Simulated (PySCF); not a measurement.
# Spinor energies of Co¹⁰⁺ (cobalt, charge +10)

Start: [Ne] 3s2 3p5; 3p1/2 filled at m_j = +1/2; 3p3/2 filled at m_j = -3/2, -1/2, +1/2, +3/2. Calculated with PySCF 2.14 in an even-tempered Gaussian basis (20 s from 0.64 bohr⁻², ratio 2.4; 14 p from 0.83 bohr⁻², ratio 2.4; 5 d from 5.2 bohr⁻², ratio 2.6; 4 f from 7.8 bohr⁻², ratio 2.6): generalised Hartree-Fock with the X2C-1e Hamiltonian and a Gaussian nucleus; one run each with spin-orbit coupling (SO) screened by Boettger's factors, then bare. This is a chosen level, not necessarily the ground level.

```csv
spinor shell,electrons,"ε, screened SO (eV)","ε, bare SO (eV)",weight of nominal j (bare SO),"rms radius, bare SO (bohr)"
1s1/2,2,-8043.1,-8043.1,1.000,0.0649
2s1/2,2,-1233.2,-1233.2,1.000,0.274
2p1/2,2,-1099.8,-1100.6,1.000,0.245
2p3/2,4,-1086.1,-1085.7,1.000,0.248
3s1/2,2,-352.33,-352.34,0.999,0.742
3p1/2,1,-310.57,-310.72,0.999,0.749
3p3/2,4,-305.75,-305.68,0.999,0.757
```

```json
{"quantity": "E (hartree)", "screened SO": "-1354.09807", "bare SO": "-1354.09759"}
{"quantity": "M_J", "screened SO": "1/2", "bare SO": "1/2"}
{"quantity": "⟨J²⟩", "screened SO": "0.761", "bare SO": "0.760"}
{"quantity": "⟨L²⟩", "screened SO": "2.008", "bare SO": "2.008"}
{"quantity": "⟨S²⟩", "screened SO": "0.753", "bare SO": "0.753"}
```

Each row is a mean over spinors that exchange with the open shell spreads, by up to 4.232 eV (2p1/2).
